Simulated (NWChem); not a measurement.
System: InHCl₂; SMILES [Cl][InH][Cl]

Here is an NWChem input.

```
start job
memory heap 200 mb stack 900 mb global 1100 mb
geometry units angstroms noautosym nocenter noautoz
  In     0.000000     0.000000    -0.512897
  H      0.000000     0.000000    -2.215205
  Cl    -1.943574     0.000000     0.788827
  Cl     1.943574     0.000000     0.788827
end
basis spherical
  In library def2-svpd
  H library def2-svpd
  Cl library def2-svpd
end
ecp
  In library def2-ecp
end
dft
  xc xcamb88 1.00 lyp 1.0 hfexch 1.00
  cam 0.33 cam_alpha 0.0 cam_beta 1.0
  iterations 150
end
property
  response 1 0.0
end
task dft property
```

Excerpt of the output:

```
             Northwest Computational Chemistry Package (NWChem) 7.3.0
             --------------------------------------------------------

                             Geometry "geometry" -> ""
                             -------------------------

 Output coordinates in angstroms (scale by  1.889725989 to convert to a.u.)

  No.       Tag          Charge          X              Y              Z
 ---- ---------------- ---------- -------------- -------------- --------------
    1 In                  49.0000     0.00000000     0.00000000    -0.51289700
    2 H                    1.0000     0.00000000     0.00000000    -2.21520500
    3 Cl                  17.0000    -1.94357400     0.00000000     0.78882700
    4 Cl                  17.0000     1.94357400     0.00000000     0.78882700

 Effective nuclear repulsion energy (a.u.)     436.4849288426

                                 NWChem DFT Module
                                 -----------------

 Summary of "ao basis" -> "ao basis" (spherical)
 ------------------------------------------------------------------------------
       Tag                 Description            Shells   Functions and Types
 ---------------- ------------------------------  ------  ---------------------
 In                        def2-svpd                12       32   5s4p3d
 H                         def2-svpd                 4        8   2s2p
 Cl                        def2-svpd                11       27   5s4p2d

            General Information
            -------------------
          SCF calculation type: DFT
          Wavefunction type:  closed shell.
          No. of atoms     :     4
          No. of electrons :    56
           Alpha electrons :    28
            Beta electrons :    28
          Charge           :     0
          Spin multiplicity:     1
          Use of symmetry is: off; symmetry adaption is: off
          Maximum number of iterations: 150
          AO basis - number of functions:    94
                     number of shells:    38
          Convergence on energy requested:  1.00D-06
          Convergence on density requested:  1.00D-05
          Convergence on gradient requested:  5.00D-04

              XC Information
              --------------
                     Hartree-Fock (Exact) Exchange  1.000
                   CAM-Becke88 Exchange Functional  1.000
              Lee-Yang-Parr Correlation Functional  1.000

           Range-Separation Parameters
           ---------------------------
           Alpha           :  0.00
           Beta            :  1.00
           Gamma           :  0.33
           Short-Range HF  :     F

             Grid Information
             ----------------
          Grid used for XC integration:  medium
          Radial quadrature: Mura-Knowles
          Angular quadrature: Lebedev.
          Tag              B.-S. Rad. Rad. Pts. Rad. Cut. Ang. Pts.
          ---              ---------- --------- --------- ---------
          In                  1.55      123          12.0       590
          H                   0.35       45          12.0       434
          Cl                  1.00       88          13.0       590
          Grid pruning is: on
          Number of quadrature shells:   344
          Spatial weights used:  Erf1

      Superposition of Atomic Density Guess
      -------------------------------------

 Sum of atomic energies:       -1137.20718543

      Non-variational initial energy
      ------------------------------

 Total energy =   -1108.601760
 1-e energy   =   -2028.446590
 2-e energy   =     707.424641
 HOMO         =      -0.389898
 LUMO         =      -0.034729

   convergence    iter        energy       DeltaE   RMS-Dens  Diis-err
 ---------------- ----- ----------------- --------- --------- ---------
 d= 0,ls=0.0,diis     1  -1110.1859183518 -1.32D+03  1.35D-02  5.60D-01
 d= 0,ls=0.0,diis     2  -1110.2353702271 -4.95D-02  4.40D-03  1.65D-01
 d= 0,ls=0.0,diis     3  -1110.2561123524 -2.07D-02  1.22D-03  1.03D-02
 d= 0,ls=0.0,diis     4  -1110.2574579546 -1.35D-03  1.34D-04  1.23D-04
 d= 0,ls=0.0,diis     5  -1110.2574809046 -2.30D-05  6.17D-05  8.84D-06
  Resetting Diis
 d= 0,ls=0.0,diis     6  -1110.2574837745 -2.87D-06  1.36D-05  2.98D-07
 d= 0,ls=0.0,diis     7  -1110.2574839181 -1.44D-07  2.92D-06  1.36D-08

         Total DFT energy =    -1110.257483918115
      One electron energy =    -2028.866080287196
           Coulomb energy =      779.040120929168
    Exchange-Corr. energy =      -72.851713582131
 Nuclear repulsion energy =      212.420189022044

 Numeric. integr. density =       56.000021147002

                       DFT Final Molecular Orbital Analysis
                       ------------------------------------

 Vector   26  Occ=2.000000D+00  E=-4.221484D-01
              MO Center= -2.4D-07,  1.2D-09,  7.5D-01, r^2= 4.9D+00
   Bfn.  Coefficient  Atom+Function         Bfn.  Coefficient  Atom+Function
  ----- ------------  ---------------      ----- ------------  ---------------
    53      0.424640  3 Cl py                80     -0.424640  4 Cl py
    50      0.340989  3 Cl py                77     -0.340989  4 Cl py
    47      0.196525  3 Cl py                74     -0.196525  4 Cl py
    18      0.096663  1 In d -2              56      0.090844  3 Cl py
    83     -0.090843  4 Cl py                23     -0.029771  1 In d -2

[...]

 DFT Linear Response polarizability / au
 Frequency  =       0.0000000 / au
              X              Y              Z
 -----------------------------------------------
 X      78.1007418     -0.0000001     -0.0000001
 Y      -0.0000001     47.8698019      0.0000001
 Z      -0.0000001      0.0000001     66.8813287
 -----------------------------------------------
 Eigenvalues =      78.1007418     47.8698019     66.8813287
 Isotropic   =      64.2839575
 Anisotropic =      26.4690679
 -----------------------------------------------

 Magnetic Dipole Response Matrix (nonzero elements):

 Exiting AOResponse driver routine
```

Level: LC-BLYP (range parameter 0.33 per bohr)/def2-SVPD with def2 effective core potentials on In. Structure relaxed at the PBE0/def2-SVP level. def2 effective core potentials on In; no spin-orbit coupling.
